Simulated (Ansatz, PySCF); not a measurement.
C₃H₂F₃, SMILES C=[C]C(F)(F)F, multiplicity 2. Atoms are numbered in the order given.

```xyz
8

C     -0.0676    -2.2161     0.0000
C     -0.5724    -1.0075     0.0000
C     -0.0401     0.3726     0.0000
F     -0.4427     1.0474    -1.0762
F     -0.4427     1.0474     1.0762
F      1.3004     0.3718     0.0000
H     -0.7014    -3.1096     0.0000
H      1.0218    -2.3716     0.0000
```
Charge 0, spin multiplicity 2.

Coordinates come from a PBE0-D3(BJ)/def2-SVP optimisation. The isomer is the one that the SMILES or the coordinates give; other isomers of the formula were not compared.

Two levels are set side by side: PBE-D3(BJ)/def2-SVP (Ansatz, a quantum-chemistry and plane-wave program) and PBE0-D3(BJ)/def2-SVP (Ansatz). Each level has its own optimised geometry; the coordinates shown are those of the second. Frequencies come from the Hessian of PySCF at each geometry. Differences are taken from unrounded values.

```json
[
 {"quantity": "mean bond length (Å)", "PBE0-D3(BJ)": "1.284", "PBE-D3(BJ)": "1.297", "PBE-D3(BJ) minus PBE0-D3(BJ)": "0.012"},
 {"quantity": "bond C1–C2 (Å)", "PBE0-D3(BJ)": "1.310", "PBE-D3(BJ)": "1.318", "PBE-D3(BJ) minus PBE0-D3(BJ)": "0.008"},
 {"quantity": "bond C2–C3 (Å)", "PBE0-D3(BJ)": "1.479", "PBE-D3(BJ)": "1.481", "PBE-D3(BJ) minus PBE0-D3(BJ)": "0.002"},
 {"quantity": "bond C3–F4 (Å)", "PBE0-D3(BJ)": "1.333", "PBE-D3(BJ)": "1.351", "PBE-D3(BJ) minus PBE0-D3(BJ)": "0.019"},
 {"quantity": "bond C3–F5 (Å)", "PBE0-D3(BJ)": "1.333", "PBE-D3(BJ)": "1.351", "PBE-D3(BJ) minus PBE0-D3(BJ)": "0.019"},
 {"quantity": "bond C3–F6 (Å)", "PBE0-D3(BJ)": "1.341", "PBE-D3(BJ)": "1.362", "PBE-D3(BJ) minus PBE0-D3(BJ)": "0.021"},
 {"quantity": "bond C1–H7 (Å)", "PBE0-D3(BJ)": "1.095", "PBE-D3(BJ)": "1.104", "PBE-D3(BJ) minus PBE0-D3(BJ)": "0.009"},
 {"quantity": "bond C1–H8 (Å)", "PBE0-D3(BJ)": "1.100", "PBE-D3(BJ)": "1.110", "PBE-D3(BJ) minus PBE0-D3(BJ)": "0.010"},
 {"quantity": "highest harmonic wavenumber (cm⁻¹)", "PBE0-D3(BJ)": "3222", "PBE-D3(BJ)": "3115", "PBE-D3(BJ) minus PBE0-D3(BJ)": "-108"},
 {"quantity": "mean harmonic wavenumber (cm⁻¹)", "PBE0-D3(BJ)": "1077", "PBE-D3(BJ)": "1025", "PBE-D3(BJ) minus PBE0-D3(BJ)": "-51"},
 {"quantity": "zero-point energy (kcal/mol)", "PBE0-D3(BJ)": "27.70", "PBE-D3(BJ)": "26.38", "PBE-D3(BJ) minus PBE0-D3(BJ)": "-1.32"}
]
```

Exact exchange shortens and stiffens bonds; PBE has none. Differences between two approximate levels are no errors against the true value.
